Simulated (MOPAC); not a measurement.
MOPAC input (PM3):

```
PM3 FORCE THERMO(298,298) PRECISE LET GEO-OK AUX(PRECISION=9) THREADS=1
C3H9GeI

C     1.70548585 1   -1.15951318 1   -1.36757401 1
Ge    0.13588512 1   -0.05139401 1   -1.02142764 1
C    -1.46464951 1   -0.84882498 1   -1.80494540 1
C     0.40568695 1    1.76377509 1   -1.68758630 1
I    -0.19508666 1    0.07379550 1    1.46650082 1
H     1.86908761 1   -1.22822695 1   -2.44501935 1
H     2.59075076 1   -0.72108965 1   -0.90609490 1
H     1.55756508 1   -2.16433946 1   -0.97093276 1
H    -2.34084301 1   -0.23777009 1   -1.58647900 1
H    -1.34319980 1   -0.91339252 1   -2.88819008 1
H    -1.62281482 1   -1.85262049 1   -1.40971225 1
H     1.28673979 1    2.21165652 1   -1.22713975 1
H    -0.46448200 1    2.38327032 1   -1.46874432 1
H     0.55199517 1    1.73392558 1   -2.76927827 1
```

Output:

```
 *******************************************************************************
 **                                                                           **
 **                              MOPAC v23.2.5                                **
 **                                                                           **
 *******************************************************************************
 ** MOPAC's Digital Object Identifier: https://doi.org/10.5281/zenodo.6511958 **
 **                                                                           **
 ** Please cite the open-source release paper for use of this MOPAC version:  **
 ** J. E. Moussa and J. J. P. Stewart (2026)                                  **
 ** MOPAC: An open-source semiempirical molecular orbital program             **
 ** J. Open Source Softw., 11(119), 8025, https://doi.org/10.21105/joss.08025 **
 *******************************************************************************

                              PM3 CALCULATION RESULTS

 *******************************************************************************
 *  PM3        - The PM3 Hamiltonian to be used
 *  GEO-OK     - OVERRIDE INTERATOMIC DISTANCE AND OTHER SAFETY CHECKS
 *  LET        - OVERRIDE SOME SAFETY CHECKS
 *  PRECISE    - TIGHTER CRITERIA TO BE USED
 *  FORCE      - FORCE CALCULATION SPECIFIED
 *  AUX        - OUTPUT AUXILIARY INFORMATION
 *  THERMO     - THERMODYNAMIC QUANTITIES TO BE CALCULATED
 *******************************************************************************
PM3 FORCE THERMO(298,298) PRECISE LET GEO-OK AUX(PRECISION=9) THREADS=1
 C3H9GeI

   ATOM   CHEMICAL          X               Y               Z
  NUMBER   SYMBOL      (ANGSTROMS)     (ANGSTROMS)     (ANGSTROMS)

     1       C          1.70548585  *  -1.15951318  *  -1.36757401  *
     2      Ge          0.13588512  *  -0.05139401  *  -1.02142764  *
     3       C         -1.46464951  *  -0.84882498  *  -1.80494540  *
     4       C          0.40568695  *   1.76377509  *  -1.68758630  *
     5       I         -0.19508666  *   0.07379550  *   1.46650082  *
     6       H          1.86908761  *  -1.22822695  *  -2.44501935  *
     7       H          2.59075076  *  -0.72108965  *  -0.90609490  *
     8       H          1.55756508  *  -2.16433946  *  -0.97093276  *
     9       H         -2.34084301  *  -0.23777009  *  -1.58647900  *
    10       H         -1.34319980  *  -0.91339252  *  -2.88819008  *
    11       H         -1.62281482  *  -1.85262049  *  -1.40971225  *
    12       H          1.28673979  *   2.21165652  *  -1.22713975  *
    13       H         -0.46448200  *   2.38327032  *  -1.46874432  *
    14       H          0.55199517  *   1.73392558  *  -2.76927827  *

          CARTESIAN COORDINATES

    NO.       ATOM           X           Y           Z

     1         C          1.7055     -1.1595     -1.3676
     2        Ge          0.1359     -0.0514     -1.0214
     3         C         -1.4646     -0.8488     -1.8049
     4         C          0.4057      1.7638     -1.6876
     5         I         -0.1951      0.0738      1.4665
     6         H          1.8691     -1.2282     -2.4450
     7         H          2.5908     -0.7211     -0.9061
     8         H          1.5576     -2.1643     -0.9709
     9         H         -2.3408     -0.2378     -1.5865
    10         H         -1.3432     -0.9134     -2.8882
    11         H         -1.6228     -1.8526     -1.4097
[...]
 TRAVEL (Ang.)       0.3371         C  1 -- H  6         +23.6% ( 49.9%)     99.4%
 REDUCED MASS        0.1882         C  4 -- H 13          +4.7% ( 22.4%)     82.3%
 EFFECTIVE MASS      1.4914
 FORCE CONSTANT      1.1023

 VIBRATION         31    4A2          ATOM PAIR      ENERGY CONTRIBUTION    RADIAL
 FREQUENCY          3164.50         C  1 -- H  7         +16.4% ( 41.6%)     97.4%
 TRANSITION DIPOLE   0.0000         C  1 -- H  8         +16.4% ( 41.6%)     97.4%
 TRAVEL (Ang.)       0.3543         C  3 -- H 11         +16.4% ( 41.6%)     97.4%
 REDUCED MASS        0.1698         C  3 -- H  9         +16.4% ( 41.6%)     97.4%
 EFFECTIVE MASS      1.4941         C  4 -- H 12         +16.4% ( 41.6%)     97.4%
 FORCE CONSTANT      1.0018         C  4 -- H 13         +16.4% ( 41.6%)     97.4%

 VIBRATION         33   11E           ATOM PAIR      ENERGY CONTRIBUTION    RADIAL
 FREQUENCY          3164.84         C  4 -- H 12         +30.8% ( 57.1%)     97.4%
 TRANSITION DIPOLE   0.2788         C  4 -- H 13         +30.6% ( 56.9%)     97.3%
 TRAVEL (Ang.)       0.2891         C  3 -- H 11         +16.3% ( 41.5%)     97.4%
 REDUCED MASS        0.2550         C  3 -- H  9         +15.9% ( 41.0%)     97.2%
 EFFECTIVE MASS      1.5007
 FORCE CONSTANT      1.5047

 VIBRATION         35   12E           ATOM PAIR      ENERGY CONTRIBUTION    RADIAL
 FREQUENCY          3239.47         C  4 -- H 12         +24.3% ( 47.5%)     97.5%
 TRANSITION DIPOLE   0.1858         C  4 -- H 13         +24.3% ( 47.5%)     97.5%
 TRAVEL (Ang.)       0.3539         C  4 -- H 14         +18.0% ( 40.9%)     95.9%
 REDUCED MASS        0.1662         C  1 -- H  7          +6.3% ( 24.2%)     97.6%
 EFFECTIVE MASS      1.1101
 FORCE CONSTANT      1.0277

 VIBRATION         36    8A1          ATOM PAIR      ENERGY CONTRIBUTION    RADIAL
 FREQUENCY          3240.01         C  4 -- H 13         +12.1% ( 33.6%)     97.4%
 TRANSITION DIPOLE   0.0762         C  4 -- H 12         +12.1% ( 33.6%)     97.4%
 TRAVEL (Ang.)       0.4335         C  3 -- H 11         +12.1% ( 33.6%)     97.4%
 REDUCED MASS        0.1108         C  3 -- H  9         +12.1% ( 33.6%)     97.4%
 EFFECTIVE MASS      1.1131         C  1 -- H  7         +12.1% ( 33.6%)     97.4%
 FORCE CONSTANT      0.6850         C  1 -- H  8         +12.1% ( 33.6%)     97.4%

      SYMMETRY NUMBER FOR POINT-GROUP C3v =  3

          SYSTEM IS A GROUND STATE

 C3H9GeI

          MOLECULE IS NOT LINEAR

          THERE ARE 36 GENUINE VIBRATIONS IN THIS SYSTEM
          THIS THERMODYNAMICS CALCULATION IS LIMITED TO
          MOLECULES WHICH HAVE NO INTERNAL ROTATIONS

                    CALCULATED THERMODYNAMIC PROPERTIES
                                          *
   TEMP. (K)   PARTITION FUNCTION   H.O.F.    ENTHALPY  HEAT CAPACITY ENTROPY
                                   KCAL/MOL   CAL/MOLE    CAL/K/MOL  CAL/K/MOL

 298.00  VIB.     0.3549D+04                  4460.4269    24.7649    31.2119
         ROT.     0.1896D+06                   888.2803     2.9808    27.1310
         INT.     0.6729D+09                  5348.7072    27.7457    58.3429
         TRA.     0.3698D+28                  1480.4672     4.9680    42.3820
         TOT.                      -28.408    6829.1744    32.7137   100.7249

   *: NOTE: HEATS OF FORMATION ARE RELATIVE TO THE
            ELEMENTS IN THEIR STANDARD STATE AT 298K
              (=  Standard Enthalpy of Formation).

            Hvib:  Zero-point energy is not included.
                   frequencies of less than zero cm-1 are not included.
            Hrot = (3/2)RT
            Htra = (3/2)RT + pV = (5/2)RT

            Heat capacity is Cp, not Cv

          For more information, see: HTTP://OpenMOPAC.net/Manual/thermochemistry.html

           FORCE CONSTANT IN CARTESIAN COORDINATES (Millidynes/A)

    ATOM   CHEMICAL       X               Y               Z
   NUMBER   SYMBOL  FORCE CONSTANT  FORCE CONSTANT  FORCE CONSTANT

      1       C        4.676723        7.893714        7.810171
      2      Ge        3.797636        3.735408        3.442139
      3       C        7.524868        5.045568        7.810172
      4       C        7.524857        7.079515        5.776237
      5       I        0.279424        0.480735        1.429472
      6       H        1.169018        1.631021        4.082445
      7       H        1.235332        5.056915        0.649511
      8       H        1.235351        1.894225        3.812182
      9       H        5.649303        0.642942        0.649512
     10       H        1.087131        1.712909        4.082444
     11       H        1.237085        1.892491        3.812182
     12       H        1.237067        5.057218        0.647473
     13       H        5.649303        0.644980        0.647475
     14       H        1.087131        1.581050        4.214303

 **********************
 *                    *
 * JOB ENDED NORMALLY *
 *                    *
 **********************

 == MOPAC DONE ==
```
